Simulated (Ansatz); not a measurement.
`B[SiH2]Cl` + `[OH][GaH2]` → `B[O][GaH2]` + `[SiH3]Cl` at 600 K and 1 bar (cleavage of the B–Si bond).

Computed with Ansatz on PBE0-D4/def2-TZVP structures; ΔE is electronic, products minus reactants. CBS: MP2 limit from def2 TZ/QZ plus the TZ coupled-cluster correction, frozen cores. This one scheme is used for every species. For Ga outer-core shells are correlated without core-valence functions, which leaves a few kJ/mol of doubt a bond. Scalar relativity is left out up to krypton.

| species | CCSD(T)/CBS energy (Eh) | H − E (kJ/mol) | S (J/(mol·K)) |
| --- | --- | --- | --- |
| `B[SiH2]Cl` | -776.05948 | 145.5 | 370.9 |
| `[OH][GaH2]` | -2000.92981 | 103.5 | 310.5 |
| `B[O][GaH2]` | -2026.35181 | 145.6 | 379.8 |
| `[SiH3]Cl` | -750.69636 | 99.4 | 294.6 |

H − E and S are ideal-gas, rigid-rotor, harmonic terms from PBE0-D4/def2-TZVP. 1 Eh = 2625.50 kJ/mol, R = 8.31446 J/(mol·K).

**Question.** By hand: ΔE, ΔH, ΔS and ΔG.

**Answer.** ΔE = (-2026.35181) + (-750.69636) − (-776.05948) − (-2000.92981) = -0.05888 Eh = -154.6 kJ/mol. Δ(H − E) = 145.6 + 99.4 − 145.5 − 103.5 = -4.0, so ΔH = -158.6 kJ/mol. ΔS = 379.8 + 294.6 − 370.9 − 310.5 = -7.0 J/(mol·K). ΔG = -158.6 − 600 × (-7.0)/1000 = -154.4 kJ/mol.

**Question.** By hand: the equilibrium constant, and the temperature at which ΔG would vanish if ΔH and ΔS stayed fixed.

**Answer.** log₁₀ K = −ΔG/(RT ln 10) = 13.4. ΔG = 0 at ΔH/ΔS = 22657 K, far beyond where these terms or the molecules hold.

The number of gas molecules stays the same, so ΔS is small and ΔH decides. A doubt of 5 kJ/mol in ΔE shifts log₁₀ K by 0.4 here. These are equilibria of isolated gas molecules and say nothing of rates. Largest T1 diagnostic: 0.016 (customary marks: 0.02 for closed shells, 0.045 for open ones).
